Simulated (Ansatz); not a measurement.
Born–Oppenheimer molecular dynamics of GaH₇N₂S (11 atoms, charge 0, multiplicity 1). It starts at the highest image of a converged band. Of that band: The profile has 3 maxima (images 1, 3, 6) with wells between them (images 2, 5): this band takes more than one step, which may be the mechanism or a detour left from its start path. Neighbouring images differ by up to 1.4 eV, so the band resolves the path poorly. A vibrational analysis at the climbing image gives one clearly imaginary mode, 1121i cm⁻¹: a first-order saddle point.

Method: RKS B3LYP/def2-SVP (Ansatz 0.2.0).

- ensemble: NVE (velocity Verlet)
- time step: 0.5 fs
- steps asked: 200
- starting velocities drawn for: 100 K
- seed: 9354

Frames 5 fs apart, positions in Å, forces in eV/Å.

Velocities at 5 fs (Å/ps):

```
Ga 0.68 -0.38 -0.10
H -10.70 1.34 5.60
N -1.34 0.21 1.87
H 9.38 10.02 -0.14
H 7.25 21.61 5.78
N -3.83 -1.57 -1.60
H -8.33 -4.27 -1.08
H -4.93 8.87 -0.36
S 0.81 0.57 -0.23
H 8.90 3.72 -2.59
H -2.43 -14.53 3.21
```

```xyz
11
Properties=species:S:1:pos:R:3:forces:R:3 time_fs=5 energy_less_start_eV=0.021 T=82
Ga -0.005 0.303 -0.132 -0.77 0.21 -0.16
H -0.228 -0.283 1.530 0.06 0.01 0.24
N 1.653 0.336 -0.898 0.72 0.27 0.23
H 2.043 -0.512 -1.303 -0.15 -0.11 -0.03
H 2.414 0.823 -0.405 -0.43 -0.17 -0.21
N -1.537 -0.239 -1.056 0.29 0.16 0.11
H -2.389 -0.427 -0.528 0.15 0.02 0.06
H -1.785 0.363 -1.844 0.08 -0.06 0.07
S -0.246 2.388 1.294 -0.21 -0.10 -0.17
H 1.076 2.504 1.515 0.24 0.01 0.06
H -0.262 0.726 1.770 0.00 -0.23 -0.22
11
Properties=species:S:1:pos:R:3:forces:R:3 time_fs=10 energy_less_start_eV=-0.016 T=114
Ga -0.004 0.302 -0.132 -1.12 0.87 -0.45
H -0.273 -0.281 1.591 0.07 -0.36 0.26
N 1.655 0.342 -0.884 -0.14 -0.56 -0.30
H 2.077 -0.484 -1.310 -0.17 0.04 0.07
H 2.364 0.882 -0.425 0.48 0.37 0.31
N -1.554 -0.245 -1.063 0.83 -0.01 0.43
H -2.398 -0.441 -0.534 -0.01 0.01 0.15
H -1.795 0.388 -1.821 0.03 0.09 -0.08
S -0.241 2.391 1.292 0.49 0.04 -0.42
H 1.109 2.520 1.504 -0.42 -0.06 -0.04
H -0.275 0.612 1.764 -0.02 -0.43 0.06
11
Properties=species:S:1:pos:R:3:forces:R:3 time_fs=15 energy_less_start_eV=-0.156 T=235
Ga -0.006 0.303 -0.135 -1.05 1.66 -0.48
H -0.304 -0.385 1.709 0.02 -0.86 0.08
N 1.659 0.343 -0.872 0.47 0.60 0.65
H 2.085 -0.463 -1.309 0.19 -0.17 -0.04
H 2.353 0.973 -0.422 -0.54 -0.75 -0.48
N -1.558 -0.251 -1.063 0.63 -0.02 0.47
H -2.398 -0.449 -0.514 0.17 0.11 -0.07
H -1.796 0.422 -1.800 0.05 -0.14 0.22
S -0.234 2.394 1.287 -0.36 -0.36 -0.86
H 1.082 2.527 1.488 0.45 0.02 0.08
H -0.291 0.424 1.778 -0.03 -0.09 0.43
11
Properties=species:S:1:pos:R:3:forces:R:3 time_fs=20 energy_less_start_eV=-0.439 T=477
Ga -0.011 0.311 -0.139 -0.65 2.09 -0.13
H -0.329 -0.634 1.851 0.01 0.01 0.05
N 1.665 0.346 -0.855 -0.84 -1.29 -0.50
H 2.114 -0.454 -1.303 -0.08 0.20 0.12
H 2.315 0.981 -0.463 0.92 0.69 0.51
N -1.550 -0.258 -1.055 0.80 -0.31 0.49
H -2.377 -0.437 -0.495 -0.15 0.00 0.14
H -1.789 0.442 -1.751 -0.04 0.14 -0.15
S -0.228 2.393 1.275 0.35 -0.86 -0.78
H 1.115 2.534 1.486 -0.28 -0.08 -0.06
H -0.316 0.165 1.883 -0.03 -0.60 0.28
11
Properties=species:S:1:pos:R:3:forces:R:3 time_fs=25 energy_less_start_eV=-0.685 T=689
Ga -0.019 0.326 -0.143 -0.08 2.27 0.35
H -0.352 -0.948 2.002 0.00 0.15 0.04
N 1.666 0.339 -0.839 0.79 0.69 0.53
H 2.143 -0.432 -1.286 0.00 -0.24 -0.12
H 2.360 1.024 -0.463 -0.85 -0.85 -0.33
N -1.531 -0.269 -1.039 -0.20 -0.06 0.14
H -2.364 -0.419 -0.460 0.24 0.01 -0.09
H -1.785 0.469 -1.712 0.10 -0.28 0.15
S -0.221 2.387 1.258 0.02 -1.22 -0.75
H 1.109 2.525 1.474 0.00 -0.07 -0.03
H -0.346 -0.170 2.057 -0.01 -0.40 0.10
11
Properties=species:S:1:pos:R:3:forces:R:3 time_fs=30 energy_less_start_eV=-0.827 T=812
Ga -0.027 0.348 -0.146 0.54 2.17 0.57
H -0.377 -1.283 2.161 0.00 -0.91 -0.12
N 1.672 0.332 -0.820 -0.78 -1.24 -0.50
H 2.153 -0.438 -1.280 -0.25 0.01 0.03
H 2.328 0.986 -0.476 0.86 0.89 0.60
N -1.513 -0.283 -1.020 -0.05 -0.40 0.08
H -2.325 -0.404 -0.425 -0.21 -0.13 0.19
H -1.767 0.460 -1.667 -0.09 0.11 -0.33
S -0.213 2.371 1.235 -0.29 -1.30 -0.67
H 1.107 2.500 1.456 0.26 -0.05 0.01
H -0.378 -0.549 2.260 0.00 0.86 0.15
11
Properties=species:S:1:pos:R:3:forces:R:3 time_fs=35 energy_less_start_eV=-0.943 T=911
Ga -0.033 0.378 -0.147 0.88 1.91 0.58
H -0.401 -1.665 2.314 -0.01 0.82 0.16
N 1.673 0.317 -0.802 0.47 0.59 0.50
H 2.123 -0.459 -1.277 0.00 -0.01 0.01
H 2.358 1.008 -0.427 -0.63 -0.89 -0.40
N -1.498 -0.301 -1.000 -0.74 -0.08 -0.08
H -2.304 -0.411 -0.372 0.15 -0.01 -0.24
H -1.761 0.442 -1.667 -0.05 -0.39 0.11
S -0.207 2.346 1.208 0.35 -1.04 -0.37
H 1.141 2.462 1.435 -0.42 -0.09 -0.10
H -0.410 -0.895 2.478 0.01 -0.79 -0.17
11
Properties=species:S:1:pos:R:3:forces:R:3 time_fs=40 energy_less_start_eV=-1.075 T=1024
Ga -0.036 0.414 -0.147 0.79 1.38 0.22
H -0.425 -2.006 2.470 0.00 0.01 -0.02
N 1.676 0.303 -0.781 -1.00 -0.64 -0.17
H 2.087 -0.481 -1.269 0.07 -0.10 -0.05
H 2.347 0.935 -0.409 0.79 0.47 0.32
N -1.492 -0.323 -0.981 -0.01 -0.39 0.09
H -2.278 -0.428 -0.348 -0.32 -0.09 0.11
H -1.776 0.365 -1.673 -0.20 0.06 -0.33
S -0.200 2.313 1.177 -0.57 -0.72 -0.24
H 1.115 2.405 1.398 0.46 0.01 0.06
H -0.443 -1.277 2.690 0.00 0.02 0.00
11
Properties=species:S:1:pos:R:3:forces:R:3 time_fs=45 energy_less_start_eV=-1.155 T=1093
Ga -0.037 0.455 -0.145 0.31 0.57 -0.33
H -0.450 -2.344 2.627 0.03 -0.70 -0.29
N 1.669 0.284 -0.760 0.67 -0.04 0.10
H 2.059 -0.515 -1.265 -0.18 0.22 0.17
H 2.417 0.880 -0.370 -0.50 -0.49 -0.27
N -1.490 -0.350 -0.961 -0.49 0.07 0.01
H -2.292 -0.461 -0.327 0.20 -0.01 -0.20
H -1.824 0.269 -1.718 0.15 -0.33 0.24
S -0.195 2.275 1.145 0.13 -0.01 0.34
H 1.150 2.346 1.367 -0.30 0.00 -0.04
H -0.476 -1.656 2.899 -0.03 0.72 0.28
11
Properties=species:S:1:pos:R:3:forces:R:3 time_fs=50 energy_less_start_eV=-1.138 T=1079
Ga -0.037 0.498 -0.145 -0.14 -0.63 -1.16
H -0.472 -2.708 2.769 -0.04 0.80 0.39
N 1.667 0.263 -0.739 -0.10 -0.10 0.01
H 2.006 -0.535 -1.246 0.00 -0.46 -0.28
H 2.449 0.770 -0.352 0.12 0.22 0.18
N -1.493 -0.377 -0.940 0.48 -0.06 0.33
H -2.290 -0.502 -0.325 -0.17 -0.06 0.24
H -1.852 0.124 -1.746 0.05 0.12 -0.30
S -0.190 2.237 1.115 -0.25 0.89 0.95
H 1.144 2.290 1.331 0.00 0.06 0.03
H -0.510 -2.004 3.121 0.04 -0.79 -0.40
11
Properties=species:S:1:pos:R:3:forces:R:3 time_fs=55 energy_less_start_eV=-1.037 T=992
Ga -0.037 0.539 -0.149 -0.37 -1.93 -2.00
H -0.497 -3.032 2.927 0.01 -0.14 -0.10
N 1.666 0.237 -0.718 0.25 -0.81 -0.45
H 1.934 -0.602 -1.252 -0.13 0.49 0.34
H 2.481 0.690 -0.313 -0.10 -0.04 -0.04
N -1.491 -0.404 -0.914 0.22 0.26 0.18
H -2.297 -0.548 -0.296 0.23 0.12 -0.15
H -1.853 -0.018 -1.798 0.25 -0.13 0.37
S -0.187 2.206 1.093 -0.57 1.92 1.67
H 1.139 2.248 1.302 0.23 0.11 0.09
H -0.542 -2.390 3.325 -0.01 0.15 0.09
11
Properties=species:S:1:pos:R:3:forces:R:3 time_fs=60 energy_less_start_eV=-0.920 T=891
Ga -0.038 0.573 -0.160 -0.28 -2.89 -2.54
H -0.522 -3.362 3.084 0.05 -0.51 -0.39
N 1.667 0.202 -0.703 -0.13 0.47 0.37
H 1.855 -0.628 -1.226 0.34 -0.61 -0.34
H 2.503 0.606 -0.275 -0.30 -0.19 -0.22
N -1.482 -0.427 -0.884 1.04 0.26 0.50
H -2.279 -0.572 -0.277 -0.21 0.09 0.11
H -1.811 -0.174 -1.808 -0.03 0.09 -0.21
S -0.188 2.189 1.083 0.01 2.69 2.33
H 1.166 2.231 1.290 -0.43 0.09 -0.01
H -0.574 -2.769 3.529 -0.05 0.51 0.39
```

Of the whole run (100 fs, mean temperature of the second half 1027 K): The conserved energy stayed within 0.075 meV per atom of its start (net change 0.011 meV per atom), so the integration is sound. The kinetic energy rose, since the run started high on the potential surface and went downhill. It ends in pieces (GaH5N2S + H2), so much of that is their flight and rotation, not heat. A run of 0.1 ps of so small a system gives no equilibrium averages. The orbitals stay closed-shell, which can raise the energy where a bond breaks towards radicals; this wasn't checked here.

Run time: 5.7 min on 4 threads of Arm Neoverse V1 (shared host), peak memory 0.28 GiB.
